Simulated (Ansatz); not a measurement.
Start from `BNBNC` and change one atom or group to get `CCBNC`.

Ansatz, PBE0-D4/def2-TZVP geometries, multiplicity 1. Each molecule was computed in one conformer, which needn't be the lowest.

| property | `BNBNC` |
| --- | --- |
| LUMO energy (ωB97M-V/def2-TZVPP) / eV | 1.51 |
| HOMO–LUMO gap (PBE0/def2-TZVPP) / eV | 7.01 |
| size of the dipole moment (B3LYP/def2-TZVPP) / D | 1.58 |
| LUMO energy (PBE0/def2-TZVPP) / eV | -0.36 |
| LUMO energy (B3LYP/def2-TZVPP) / eV | -0.57 |
| HOMO energy (ωB97M-V/def2-TZVPP) / eV | -9.68 |

(1) What does the change do to each property? (Best estimate.)

Results:

(1) Computed: 
```tsv
property	`CCBNC`	shift
LUMO energy (ωB97M-V/def2-TZVPP) / eV	2.32	0.81
HOMO–LUMO gap (PBE0/def2-TZVPP) / eV	8.38	1.37
size of the dipole moment (B3LYP/def2-TZVPP) / D	1.47	-0.11
LUMO energy (PBE0/def2-TZVPP) / eV	0.81	1.17
LUMO energy (B3LYP/def2-TZVPP) / eV	0.57	1.14
HOMO energy (ωB97M-V/def2-TZVPP) / eV	-9.92	-0.24
```

With PBE0 the HOMO falls by 0.20 eV and the LUMO rises by 1.17 eV, so the gap widens by about 1.37 eV. PBE moves the HOMO by -0.15 eV and ωB97M-V by -0.24 eV. Dipoles are sizes alone; their direction can turn.

B3LYP here is the variant with VWN-RPA as its local correlation; programs differ in this.
